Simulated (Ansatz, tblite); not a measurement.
Forces on Mg₄H₆ at its r2SCAN-D4/def2-SVP geometry. Charge 0, multiplicity 1.

The xTB rows come from tblite. Another isomer (singlet) lies 0.24 eV lower at PBE0-D4/def2-TZVP; other spin states weren't run for this one.

GFN1-xTB (tblite), largest force 1.38 eV/Å:

```xyz
10
positions Å, forces eV/Å
Mg    1.134   -0.420   -0.086   -0.333    0.206    0.182
Mg   -1.636    0.225   -0.260   -0.025   -0.781   -1.135
Mg    0.063    1.560    1.793   -0.122    0.306    0.552
Mg   -0.425   -1.716   -2.223   -0.492    0.141   -0.080
H    -0.605   -2.804   -3.534    0.169    0.281    0.409
H     1.148    1.380    0.128    0.196   -0.050   -0.369
H    -0.086   -0.446    1.332    0.344   -0.521    0.321
H    -1.627    1.617    0.922    0.330    0.587    0.581
H     1.408   -1.675   -1.312    0.116    0.159    0.194
H     0.627    2.278    3.241   -0.183   -0.329   -0.654
```

GFN2-xTB (tblite), largest force 1.67 eV/Å:

```
Mg -0.552 0.207 -0.174
Mg -0.085 -0.905 -1.396
Mg -0.170 0.620 0.631
Mg -0.942 0.664 0.339
H 0.133 -0.011 0.047
H 0.522 0.011 -0.619
H 0.306 -1.089 0.601
H 0.138 0.629 0.513
H 0.729 0.149 0.490
H -0.079 -0.277 -0.433
```

PBE-D4/def2-TZVP (Ansatz), largest force 0.11 eV/Å:

```
Mg -0.027 0.049 0.092
Mg 0.050 -0.068 -0.040
Mg -0.018 -0.069 -0.085
Mg -0.003 0.064 0.070
H -0.004 -0.033 -0.040
H 0.011 0.039 -0.045
H -0.018 -0.035 -0.002
H -0.005 0.060 0.040
H -0.006 -0.027 -0.034
H 0.019 0.020 0.044
```
